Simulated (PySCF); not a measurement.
# `C[N+](C=C=C)(C)C`, [C₆H₁₂N]+, charge +1

Cartesian coordinates in Å; atom numbers follow the order of the lines, from 1:
```xyz
19

C     2.671    0.620   -0.252
C     1.451    0.813    0.164
C     0.254    1.061    0.625
N    -0.958    0.314    0.215
C    -1.917    1.279   -0.408
C    -1.575   -0.286    1.439
C    -0.640   -0.767   -0.760
H     3.342   -0.074    0.267
H     3.059    1.149   -1.130
H     0.044    1.847    1.357
H    -1.450    1.710   -1.301
H    -2.837    0.745   -0.675
H    -2.142    2.074    0.314
H    -2.488   -0.822    1.151
H    -0.853   -0.975    1.894
H    -1.820    0.516    2.145
H     0.058   -1.473   -0.296
H    -0.183   -0.323   -1.651
H    -1.574   -1.276   -1.027
```

Total charge +1.

Theory: quadratic response CAM-B3LYP/aug-cc-pVDZ first hyperpolarisability, Taylor convention, gas phase (PySCF 2.14.0). Geometry: PBE0-D3(BJ)/def2-SVP.

What is the first hyperpolarisability, and how does it disperse?

In au, Taylor convention; the vector part is βᵢ = ⅓ Σⱼ (βᵢⱼⱼ + βⱼᵢⱼ + βⱼⱼᵢ):
```tsv
process	λ (nm)	β vector norm	β HRS	depolarisation ratio
static β(0;0,0)	∞	17.6	15.0	1.90
second harmonic β(−2ω;ω,ω)	1907	18.9	15.5	1.94
Pockels β(−ω;ω,0)	1907	18.0	–	–
second harmonic β(−2ω;ω,ω)	1064	22.3	16.7	2.05
Pockels β(−ω;ω,0)	1064	19.0	–	–
```

Which lowest excitations and polarisabilities go with it?

S1 5.83 eV (f = 0.000); S2 6.27 eV (f = 0.000); S3 7.28 eV (f = 0.076); isotropic α 78.7 au static, 78.9 au at 1907 nm, 79.4 au at 1064 nm, 79.6 au at 953.5 nm, 81.5 au at 532 nm.
